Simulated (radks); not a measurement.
Values are calculated unless marked as measured or tabulated.
Charge is removed step by step from the 5p up level of the iodine ion I2+, starting from [Kr] 4d10 5s2 5p(up 3, down 0). Level of theory: scalar-relativistic Kohn-Sham, r2SCAN, spin-polarised, spherical densities, finite nucleus; meta-GGA in the generalised Kohn-Sham scheme; Fermi nuclear charge, rms radius 4.75 fm (a radial shooting solver on a logarithmic mesh with Libxc functionals).

removed (e)  E - E(0) (eV)  eigenvalue (eV)  E minus straight line (eV)
0                    0.000          -26.003                       0.000
0.125                3.323          -27.172                      -0.519
0.25                 6.792          -28.349                      -0.891
0.375               10.408          -29.533                      -1.116
0.5                 14.173          -30.723                      -1.192
0.625               18.087          -31.918                      -1.119
0.75                22.151          -33.120                      -0.897
0.875               26.365          -34.326                      -0.524
1                   30.731          -35.536                       0.000

Removing the whole electron costs 30.731 eV by Delta-SCF, against 26.003 eV from minus the eigenvalue at the starting occupation. Slater's transition state (half an electron removed) gives 30.723 eV. Integrating minus the eigenvalue over the occupation (Janak's theorem) gives 30.738 eV. In this scalar-relativistic scheme the density is built from large components alone, so the theorem holds only approximately. The mean slope of the eigenvalue, de/dn, is 9.53 eV per electron. Ionisation energy of I2+ in the NIST Atomic Spectra Database: 29.57 eV (measured).
